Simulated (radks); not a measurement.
Results of a calculation; reference values are marked as such.
Species: the chlorine ion Cl3+. Configuration: [Ne] 3s1.75 3p2.25 (fractional occupations, a model configuration). Level of theory: Dirac Kohn-Sham, PBE, spin-unpolarised, spherical densities, finite nucleus; open shells fill j = l - 1/2 first; Fermi nuclear charge, rms radius 3.3654 fm (a radial shooting solver on a logarithmic mesh with Libxc functionals).

Spin-orbit splittings of the eigenvalues, e(l+1/2) - e(l-1/2), with zeta = 2 splitting/(2l+1) and mean radii in bohr:

| shell | occ. | splitting (eV) | zeta (eV) | <r> j=l-1/2 | <r> j=l+1/2 |
|---|---|---|---|---|---|
| 2p | 6 | ? | ? | 0.4040 | 0.4063 |
| 3p | 2.25 | 0.1847 | 0.1231 | 1.513 | 1.518 |
| 3d | 0 | 0.01145 | 0.004580 | 1.821 | 1.822 |

Estimate the 2p splitting.

Answer. 1.707 eV (zeta = 1.138 eV).
